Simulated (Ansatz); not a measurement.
Coupled-cluster diagnostics for the cluster Sr₂O₃⁻, Ansatz.

Geometry of the doublet (PBE0-D4/def2-SVPD):

```xyz
5

Sr    1.486    0.416    0.600
Sr   -1.622   -0.334    0.014
O     0.408   -0.874   -1.045
O     0.109    0.563   -1.301
O    -0.382    0.230    1.733
```

In the def2 sets Sr takes a core potential; there is no spin–orbit coupling. Correlated methods freeze 3 core orbitals; core or outer-core shells of Sr are correlated, in sets that lack core-valence functions. The structure holds 1 bond(s) between oxygen atoms. The structure comes from a short search, and lower isomers may exist.

Geometry of the charge -1 quartet (PBE0-D4/def2-SVPD):

```xyz
5

Sr    1.637   -0.325   -0.830
Sr   -1.074    0.206    1.510
O    -0.932   -0.477   -0.972
O    -0.670    0.817   -0.962
O     1.039   -0.220    1.254
```

(1) Estimate the CCSD(T) correlation energy, the shares of MP2 and (T), T1 and the reference's ⟨S²⟩ for: charge -1, doublet, own geometry in def2-SVPD; charge -1, quartet, own geometry in def2-SVPD; and the rough time on 4 threads of Arm Neoverse V1 on a shared host.

Results:

(1) 
```json
{"state": "charge -1, doublet, own geometry", "basis": "def2-SVPD", "correlation (eV)": "-24.086", "MP2 share (%)": "96.8", "(T) share (%)": "3.8", "T1": "0.071", "⟨S²⟩ (pure)": "0.75 (0.75)", "wall time": "2 min", "remarks": "large T1"}
{"state": "charge -1, quartet, own geometry", "basis": "def2-SVPD", "correlation (eV)": "-22.748", "MP2 share (%)": "96.1", "(T) share (%)": "3.4", "T1": "0.025", "⟨S²⟩ (pure)": "3.78 (3.75)", "wall time": "34 s", "remarks": "–"}
```
Customary marks for T1 are 0.02 (closed shells), 0.045 (open shells) and about 0.05 (3d metals). T1 exceeds 0.02 in 2 of 2 rows and 0.045 in 1; the higher it lies, the less the single-reference result can be trusted.
